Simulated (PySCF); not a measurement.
PySCF input:

```python
from pyscf import gto, scf, dft

mol = gto.M(
    atom='''
    C    -2.18694854    0.00139280   -0.09965905
    C    -1.01554517    0.13472505    0.50215939
    C     0.18687601   -0.72080933    0.19186800
    C     1.35066914    0.07601671   -0.19353405
    N     2.25909468    0.71584597   -0.48834425
    H    -3.02917926    0.62671952    0.16475412
    H    -2.34798942   -0.73536315   -0.87815952
    H    -0.87406910    0.88651888    1.27090471
    H    -0.03978057   -1.42309583   -0.61290193
    H     0.46704678   -1.31365270    1.06880666
    ''',
    basis='def2-tzvpd',
    charge=0,
    spin=0,
    verbose=4,
)

mf = dft.RKS(mol, xc='m062x').density_fit(auxbasis='def2-universal-jkfit')
mf.grids.level = 4
mf.conv_tol = 1e-9
mf.max_cycle = 100
mf.max_memory = 1500
mf.kernel()
if not mf.converged:
    mf = mf.newton()
    mf.kernel(mf.make_rdm1())
mf.analyze()
```

Task: Predict the final energy.

Result: -210.12967 Eh (M06-2X/def2-TZVPD).
